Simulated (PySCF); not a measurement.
# Lu+: ionisation energy

Lu+ [Xe] 4f14 6s2 → Lu(2+) [Xe] 4f14 6s1 [6s1/2^1, M_J = 1/2], as a difference of total energies. All numbers are calculated (PySCF 2.14, the two-component X2C-1e Hamiltonian, in x2c-SVPall-2c). Correlated levels: [Ar] 3d10 frozen; the 6 highest virtual spinors dropped. "Screened" scales the spin-orbit matrix elements by Boettger's factors to mimic the two-electron term; Breit and QED terms are absent.

| method | ionisation energy (eV) |
| --- | --- |
| GHF (spin-free) | 12.729 |
| GMP2 (spin-free) | 13.873 |
| GHF (screened spin-orbit) | 12.732 |
| GMP2 (screened spin-orbit) | 13.877 |

Q: How much does correlation contribute at GMP2 (screened spin-orbit)?

A: 13.877 − (12.732) = 1.145 eV, measured against GHF (screened spin-orbit).

Errors of the correlated levels include the incompleteness of this basis and the frozen core.

MP2 underrates the near-degeneracy of ns² with np² in the lower species.

For comparison: 14.13 ± 0.05 eV (semi-empirical (NIST evaluation); NIST Atomic Spectra Database, ionization energies).
